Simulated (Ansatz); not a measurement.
Cost and result for the atomization energy of C$_{2}$H$_{6}$TeZn (`[CH3][Zn][Te]C`) (10 atoms, 9 bonds).

```xyz
10

C    -2.3210    1.1578   -0.1045
Zn   -0.3836    0.9936   -0.0346
Te    2.0955    0.7923    0.0563
C     2.1539   -1.3684    0.1022
H    -2.7014    0.8340   -1.0755
H    -2.7868    0.5471    0.6720
H    -2.6185    2.1972    0.0527
H     3.2075   -1.6375    0.1443
H     1.6461   -1.7399    0.9881
H     1.7083   -1.7762   -0.8010
```

The species carries charge 0 and has multiplicity 1. For Zn the d shell is correlated and the shells below it are frozen. Correlated methods include outer-core shells of Te, which these sets cover unevenly. Scalar relativity is left out up to krypton. Te takes the def2 core potential. The geometry is a stationary point of PBE0-D4/def2-TZVP. It is one conformer, not always the lowest. Program: Ansatz. All runs use 4 threads of an Intel Xeon Platinum 8488C on a shared host. Times are those of one run each, without the atoms' runs, and a repeat can differ threefold. Electronic energies, without spin–orbit coupling; frozen cores. CCSD(T)/CBS adds CCSD(T) − MP2 in def2-TZVPP to the MP2 limit, and its time is that of the two runs behind it. T1 = 0.012. With those shells the extrapolation isn't a true limit. B3LYP takes the VWN-RPA correlation (the form of Gaussian; ORCA's B3LYP/G). HSE06 is the plane-wave form, built on full-range PBE exchange.

CCSD(T)/CBS is a level of theory with its own doubt, some kJ/mol a heavy atom from the limit and from the frozen cores, so smaller differences don't rank the functionals.

```tsv
level	functions	wall time
BLYP-D4/def2-TZVPP	260	1.6 s
PBE-D4/def2-TZVPP (with forces)	260	2 s
PBE0-D4/def2-TZVPP	260	2.7 s
BHLYP-D4/def2-TZVPP	260	2.9 s
HSE06-D4/def2-TZVPP	260	3 s
B3LYP-D4/def2-TZVPP (with forces)	260	4.1 s
B2PLYP/def2-TZVPP	260	4.8 s
PBE-QIDH/def2-TZVPP	260	5.5 s
ωB97X-V/def2-TZVPP	260	6.5 s
CCSD(T)/def2-SVP	115	6.5 s
MP2/def2-QZVPP	476	17 s
CCSD(T)/def2-TZVPP	260	2.8 min
CCSD(T)/CBS(def2)	–	3.1 min
```

(1) What atomization energy does each give, and how far from CCSD(T)/CBS? (Estimate.)

## Answers

(1) The calculation gave: 
```
                            level  atomization (kcal/mol)  difference from CCSD(T)/CBS  per bond
               BLYP-D4/def2-TZVPP                   751.7                        -12.7      -1.4
  PBE-D4/def2-TZVPP (with forces)                   771.1                          6.7       0.7
               PBE0-D4/def2-TZVPP                   763.3                         -1.1      -0.1
              BHLYP-D4/def2-TZVPP                   741.7                        -22.7      -2.5
              HSE06-D4/def2-TZVPP                   763.7                         -0.7      -0.1
B3LYP-D4/def2-TZVPP (with forces)                   757.1                         -7.3      -0.8
                B2PLYP/def2-TZVPP                   750.5                        -13.9      -1.5
              PBE-QIDH/def2-TZVPP                   760.0                         -4.4      -0.5
               ωB97X-V/def2-TZVPP                   763.1                         -1.3      -0.1
                 CCSD(T)/def2-SVP                   718.0                        -46.4      -5.1
                   MP2/def2-QZVPP                   764.0                         -0.4       0.0
               CCSD(T)/def2-TZVPP                   742.7                        -21.7      -2.4
                CCSD(T)/CBS(def2)                   764.4                          0.0       0.0
```

From r2SCAN to r2SCAN0 (25 % exact exchange), in def2-TZVPP and without D4, the atomization energy moves by −7.8 kcal/mol: exact exchange takes away binding that semilocal exchange gives to molecules. In def2-TZVPP, CCSD(T) changes the Hartree–Fock value by +182.5 kcal/mol (the triples alone add +10.8 kcal/mol) and MP2 by +190.9 kcal/mol; breaking electron pairs costs correlation energy, which Hartree–Fock lacks. Leaving LDA and LC-ωPBE aside and taking each functional with its dispersion term where it has one, the values spread over 29.4 kcal/mol, from BHLYP-D4 to PBE-D4. LDA lies +97.6 kcal/mol from PBE without D4, its usual overbinding.

Spin–orbit coupling would lower the free Te atoms strongly, and the atomization energy with them, by more than many differences here.
